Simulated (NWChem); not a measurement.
Molecule: AlNH$_{2}$F$_{2}$; SMILES [NH2][Al]([F])[F]

```xyz
6

Al    -0.0004    -0.0353     0.0000
F     -1.4295    -0.8694     0.0000
F      1.4099    -0.9007     0.0000
N      0.0195     1.7134     0.0000
H      0.8593     2.2796     0.0000
H     -0.8066     2.2995     0.0000
```
Atoms are numbered in this order, from 1.

Results from NWChem. Pople sets run with spherical d functions. Coordinates come from a PBE0/def2-SVP optimisation. GIAO values for the isolated, static molecule; σ is the absolute isotropic shielding, δ = σ(reference) − σ with the isolated reference molecule computed at the same levels (19F: trichlorofluoromethane, 1H: tetramethylsilane, 15N: ammonia).

For level PBE0/pcSseg-1:

```
Property      Value
-----------  ------
σ Al1 (ppm)   470.0
δ F2 (ppm)   -196.7
δ N4 (ppm)     -2.8
δ H5 (ppm)     0.28
```

**Question.** Estimate the same quantities for level B3LYP/6-31G*.

**Answer.** The σ Al1 (ppm) comes out as 509.0. The δ F2 (ppm) comes out as -175.5. The δ N4 (ppm) is -5.0 and the δ H5 (ppm) is -0.37.
